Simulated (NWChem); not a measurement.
# CAuO cation; SMILES [Au+]<-[C-]#[O+]

Results from NWChem. All runs use the structure optimised with PBE-D3(BJ)/def2-SVP. The spin multiplicity was typed, not searched, and may not be the lowest. def2 effective core potentials on Au; no spin-orbit coupling. Hybrids' shares of exact exchange are those that their runs print; pure functionals count as 0. The functionals differ in more than this share.

| row | share of exact exchange | orbital gap (eV) |
|---|---|---|
| PBE/def2-SVP | 0.00 | 3.74 |
| PW91/def2-SVP | 0.00 | 3.74 |
| B3LYP/def2-SVP | 0.20 | 5.56 |
| PW6B95/def2-SVP | 0.28 | withheld |
| Hartree-Fock/def2-SVP | 1.00 | 13.14 |

Problem. Fit a straight line of the last column on the one before it, predict the withheld value, and compare with the run.

Solution. 
1. Means of the 4 shown rows: x = 0.300, y = 6.545. Slope Σ(x − x̄)(y − ȳ)/Σ(x − x̄)² = 6.398/0.6800 = 9.409; intercept 3.722.
2. The shown rows scatter about the line by 0.026 (root mean square); the largest residual is -0.04, at B3LYP/def2-SVP.
3. At x = 0.28 (PW6B95/def2-SVP; inside the shown range) the line gives 6.36.
4. The run gives 6.38, +0.02 from the line, 0.8 times the scatter.
